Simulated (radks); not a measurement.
Results of a calculation; reference values are marked as such.
Task: These are the eigenvalues of the occupied orbitals of an atom or ion with whole-number occupations (hartree). Code: a radial shooting solver on a logarithmic mesh with Libxc functionals. Model: scalar-relativistic Kohn-Sham, r2SCAN, spin-polarised, spherical densities, finite nucleus; meta-GGA in the generalised Kohn-Sham scheme; Fermi nuclear charge, rms radius of each element as measured or else 0.836 A^(1/3) + 0.57 fm.

orbital  eigenvalue
1s up     -182.1782
1s down   -182.1525
2s up     -22.51590
2s down   -22.50438
2p up     -19.02753
2p down   -19.00278
3s up      -4.62397
3s down    -4.53139
3p up      -3.66904
3p down    -3.57758
4s up      -1.52429

Which element is it, and in what charge state? The configuration may be excited. Open shells, if any, are filled with parallel spins first.

Result: Z = 22, titanium, charge +4: Ti4+ in [Ne] 3s2 3p5 4s1. The list shows which subshells hold electrons but not how many an open one holds; the 1s level, -182.18 hartree, gives Z - s = 19.1 by -(Z - s)^2/2, which with screening and relativity narrows Z to a few neighbours, and the depths of the outer levels then fix element, charge and occupations together.
